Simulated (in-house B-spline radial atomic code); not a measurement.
A radial electron density 4πr²n(r) was computed for an atom or ion in its tabulated ground configuration with a B-spline radial code for spherical atoms; method: non-relativistic PBE0, spin-polarised, spherical fractional occupations, exact exchange averaged over the configuration. Columns: r (bohr), 4πr²n(r) (electrons per bohr), bar.

```
 0.00245   0.8839 #
  0.0029    1.209 ##
 0.00344    1.652 ##
 0.00408    2.245 ###
 0.00484    3.032 ####
 0.00574    4.062 #####
 0.00681    5.397 #######
 0.00808    7.094 #########
 0.00959    9.212 ############
  0.0114    11.81 ###############
  0.0135    14.79 ###################
   0.016    18.17 #######################
   0.019    21.82 ############################
  0.0225    25.39 ################################
  0.0267    28.62 ####################################
  0.0317    31.03 #######################################
  0.0376     32.2 #########################################
  0.0445     31.9 #########################################
  0.0528    30.21 ######################################
  0.0627    27.66 ###################################
  0.0743    25.31 ################################
  0.0882    24.25 ###############################
   0.105    25.37 ################################
   0.124    28.39 ####################################
   0.147    32.17 #########################################
   0.175    34.57 ############################################
   0.207    33.51 ###########################################
   0.246    28.37 ####################################
   0.291    20.71 ##########################
   0.345    12.81 ################
    0.41    6.955 #########
   0.486    3.958 #####
   0.576    2.756 ####
   0.684     2.04 ###
   0.811    1.261 ##
   0.962   0.5678 #
    1.14   0.1753 
    1.35   0.0349 
    1.61 0.003758 
     1.9 0.0002559 
    2.26 7.453e-06
```

Question: Which atom or ion is it?
A. Co16+
B. Co17+
C. Mn16+
D. Ni16+

Answer: A. The area under the curve, ∫4πr²n dr = ∫r·4πr²n d(ln r) on this logarithmic grid, is 11 electrons, which only this option has. The configuration is [Ne] 3s1.
